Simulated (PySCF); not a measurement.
H4FInS, singlet, CAM-B3LYP/def2-SVP optimised geometry.

```
7

In     0.11    -1.06     0.00
H      1.82    -1.06     0.00
H     -1.15    -1.72     0.95
F     -0.59    -0.63    -1.84
S     -0.54     1.72     0.00
H     -0.76     1.12    -1.21
H     -1.82     1.54     0.41
```

Density from PySCF with CAM-B3LYP/def2-TZVP, def2 effective core potentials past Kr at that geometry. The core electrons that the potentials of In replace are not part of the density.

Minimum of the electron density along straight lines between bonded atoms, close to the bond critical point (lines longer than 1.1 times the sum of covalent radii, or with two minima, are not listed):

| bond | length / Å | ρ at the minimum / e bohr⁻³ | ∇²ρ there / e bohr⁻⁵ | position (fraction from the first atom) |
|---|---|---|---|---|
| In1–H2 | 1.708 | 0.109 | 0.10 | 0.64 |
| In1–H3 | 1.711 | 0.108 | 0.11 | 0.64 |
| In1–F4 | 2.017 | 0.095 | 0.49 | 0.52 |
| S5–H6 | 1.371 | 0.209 | -0.58 | 0.68 |
| S5–H7 | 1.350 | 0.215 | -0.62 | 0.65 |
